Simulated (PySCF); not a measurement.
ClH3S2Si.

```xyz
7

Si     0.1973     0.0994    -0.4791
S     -0.9470     1.7095     0.3720
S     -0.9637    -1.6897    -0.7252
Cl     1.7939    -0.1170     0.8339
H      0.7431     0.3762    -1.8446
H     -1.9693     1.5467    -0.5169
H     -1.4608    -1.6421     0.5438
```
Charge 0, spin multiplicity 1.

Coordinates come from a PBE-D3(BJ)/def2-SVP optimisation. The values are those of a single conformer.

These are PySCF with PBE0/pcSseg-1 values and carry that method's errors. Non-relativistic, no solvent.

Give the absolute GIAO shielding of each atom: isotropic value and principal components (ppm). (The exact figures need the calculation; the answer reports its results.)


```
atom  σ(iso)    σ11    σ22    σ33   span
----  ------  -----  -----  -----  -----
Si1    317.8  245.2  333.4  374.9  129.7
S2     624.2  504.5  586.3  781.6  277.1
S3     590.2  471.4  578.3  720.9  249.6
Cl4    854.9  748.6  832.6  983.6  235.0
H5      25.0   21.8   22.4   30.8    9.0
H6      30.0   22.3   27.2   40.4   18.1
H7      29.5   23.1   27.3   38.0   15.0
```
